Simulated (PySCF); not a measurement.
## Electron correlation in Bi (bismuth, neutral)

[Xe] 4f14 5d10 6s2 6p2 6d1, one real determinant (an excited configuration). All numbers are calculated (PySCF 2.14, the spin-free X2C one-electron Hamiltonian (Gaussian nucleus), in aug-cc-pwCVTZ-DK3). Frozen: [Xe] 4f14 5d10; 5 electrons correlated.

| level | correlation energy (mhartree) |
| --- | --- |
| CCSD | -63.79 |
| (T) | -2.74 |
| CCSD(T) | -66.53 |

Diagnostics: T1 = 0.020, D1 = 0.0591, largest double amplitude 0.162.

The real determinant used has ⟨L²⟩ near 8 against 12 for a pure F term, so it mixes terms. Spin-orbit coupling is strong in this species (close to jj coupling), so the high-spin LS determinant is a model state, not a physical level. The outer electron is Rydberg-like, and this basis confines it to a smaller radius and binds it less than a complete one would. A double-excitation amplitude exceeds 0.15, a sign of near-degeneracy.

Cost of the coupled-cluster step: about 40 core-seconds, for 5 correlated electrons.

Iterations:

```
CC2 = 0
CCSD nocc = (np.int64(4), np.int64(1)), nmo = (86, 86)
frozen orbitals [[0, 1, 2, 3, 4, 5, 6, 7, 8, 9, 10, 11, 12, 13, 14, 15, 16, 17, 18, 19, 20, 21, 22, 23, 24, 25, 26, 27, 28, 29, 30, 31, 32, 33, 34, 35, 36, 37, 38], [0, 1, 2, 3, 4, 5, 6, 7, 8, 9, 10, 11, 12, 13, 14, 15, 16, 17, 18, 19, 20, 21, 22, 23, 24, 25, 26, 27, 28, 29, 30, 31, 32, 33, 34, 35, 36, 37, 38]]
max_cycle = 100
direct = 0
conv_tol = 1e-08
conv_tol_normt = 1e-06
diis_space = 8
diis_start_cycle = 0
Init t2, MP2 energy = -0.0509013502330716
Init E_corr(UCCSD) = -0.0509013502430097
cycle = 1  E_corr(UCCSD) = -0.0591157426157205  dE = -0.00821439237  norm(t1,t2) = 0.0513
cycle = 2  E_corr(UCCSD) = -0.0613718749717572  dE = -0.00225613236  norm(t1,t2) = 0.0279109
cycle = 3  E_corr(UCCSD) = -0.0629366240674746  dE = -0.0015647491  norm(t1,t2) = 0.0214309
cycle = 4  E_corr(UCCSD) = -0.06323049017662  dE = -0.000293866109  norm(t1,t2) = 0.0271103
cycle = 5  E_corr(UCCSD) = -0.0634937377314987  dE = -0.000263247555  norm(t1,t2) = 0.0138295
cycle = 6  E_corr(UCCSD) = -0.0638153887491178  dE = -0.000321651018  norm(t1,t2) = 0.00479997
cycle = 7  E_corr(UCCSD) = -0.0637571735280871  dE = 5.8215221e-05  norm(t1,t2) = 0.00133627
cycle = 8  E_corr(UCCSD) = -0.0637909853859354  dE = -3.38118578e-05  norm(t1,t2) = 0.000727668
cycle = 9  E_corr(UCCSD) = -0.0637871995970031  dE = 3.78578893e-06  norm(t1,t2) = 0.000488006
cycle = 10  E_corr(UCCSD) = -0.063784942879105  dE = 2.2567179e-06  norm(t1,t2) = 0.000470253
cycle = 11  E_corr(UCCSD) = -0.0637818928839641  dE = 3.04999514e-06  norm(t1,t2) = 0.000341846
cycle = 12  E_corr(UCCSD) = -0.0637819882885664  dE = -9.54046024e-08  norm(t1,t2) = 0.000151937
cycle = 13  E_corr(UCCSD) = -0.0637851962621294  dE = -3.20797356e-06  norm(t1,t2) = 4.21763e-05
cycle = 14  E_corr(UCCSD) = -0.0637855389252178  dE = -3.42663088e-07  norm(t1,t2) = 1.57317e-05
cycle = 15  E_corr(UCCSD) = -0.0637857002303809  dE = -1.61305163e-07  norm(t1,t2) = 2.82591e-06
cycle = 16  E_corr(UCCSD) = -0.0637857183528627  dE = -1.81224818e-08  norm(t1,t2) = 7.37915e-07
cycle = 17  E_corr(UCCSD) = -0.0637857168604352  dE = 1.49242747e-09  norm(t1,t2) = 3.64503e-07
UCCSD converged
E(UCCSD) = -21526.92388506088  E_corr = -0.06378571686043522
UCCSD(T) correction = -0.00273634970205886
```

The reference is one real determinant that mixes LS terms of this configuration.

Spin-orbit coupling is strong in this species, so the high-spin LS determinant is a model state.
